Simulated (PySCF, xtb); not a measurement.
C7H7, SMILES [CH2]c1ccccc1, multiplicity 2.

Harmonic wavenumbers (cm⁻¹) from GFN2-xTB (xtb) at its own minimum, in rising order: 174, 349, 356, 436, 502, 521, 584, 640, 731, 756, 837, 841, 868, 921, 921, 949, 964, 1070, 1124, 1178, 1190, 1282, 1324, 1342, 1425, 1427, 1482, 1525, 1569, 3069, 3069, 3082, 3083, 3094, 3117, 3152.

What does PySCF 2.14.0 with PBE-D3(BJ)/def2-SVP give at its own minimum? (An estimate is asked for; the answer gives what the named calculation found.)

195, 348, 382, 469, 495, 518, 607, 671, 692, 764, 810, 816, 883, 935, 956, 967, 975, 1016, 1081, 1131, 1145, 1271, 1285, 1365, 1424, 1438, 1470, 1549, 1581, 3085, 3105, 3108, 3120, 3124, 3136, 3196. Paired by order, the mean absolute difference is 24 cm⁻¹ and the zero-point energies are 70.0 and 70.2 kcal/mol.
